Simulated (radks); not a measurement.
The numbers below are computed, except where a source is named.
Problem. Species: V+. Configuration: [Ar] 3d4. Level of theory: scalar-relativistic Kohn-Sham, LDA (Slater exchange, Perdew-Wang correlation), spin-polarised, spherical densities, finite nucleus; open shells are filled with parallel spins first; Fermi nuclear charge, rms radius 3.6002 fm (a radial shooting solver on a logarithmic mesh with Libxc functionals). Some entries of the table are withheld. Estimate them.

orbital,occ.,eigenvalue (hartree),r(max) (bohr),<r^2> (bohr^2)
1s down,1,-196.7379,0.04358,0.005958
1s up,1,-196.7375,0.04358,0.005958
2s up,1,-22.16565,0.2562,0.1131
2s down,1,-22.12112,0.2560,0.1127
2p up,3,-18.55329,0.2080,0.09300
2p down,3,-18.51871,0.2079,0.09265
3s up,1,-2.70907,0.8221,1.060
3s down,1,-2.59054,0.8223,1.064
3p up,3,-1.76478,0.8483,(1)
3p down,3,-1.64788,0.8487,(2)
3d up,4,-0.36935,0.9141,3.077
3d down,0,-0.26534,0.9262,3.851

Solution. 
(1) 3p up <r^2> (bohr^2): 1.257
(2) 3p down <r^2> (bohr^2): 1.267
